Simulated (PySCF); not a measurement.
FHSi, SMILES F[SiH] (connectivity only; charge and spin as stated), charge -1, multiplicity 2.

Geometry: B3LYP-D3(BJ)/def2-TZVPD. The spin state was assumed, not searched. The isomer is the one that the SMILES or the coordinates give; other isomers of the formula were not compared.

The numbers are results of PBE/def2-TZVPD in PySCF, not measurements.

 A positive occupied level means that this level leaves the electron formally unbound; only the finite basis holds it.

The total energy is -389.76862 hartree, the point group comes out as Cs and the α spin, highest occupied and lowest empty level comes out as 2.16 and 4.04 eV. The β spin, highest occupied and lowest empty level is 0.57 and 3.49 eV. The dipole moment about the centre of nuclear charge is 2.05 D, the mean static polarisability comes out as 73.1 bohr³ (10.84 Å³) and the polarisability, principal values is 59.1, 72.4, 88.0 bohr³. The ⟨S²⟩ is 0.757 (pure state 0.75).
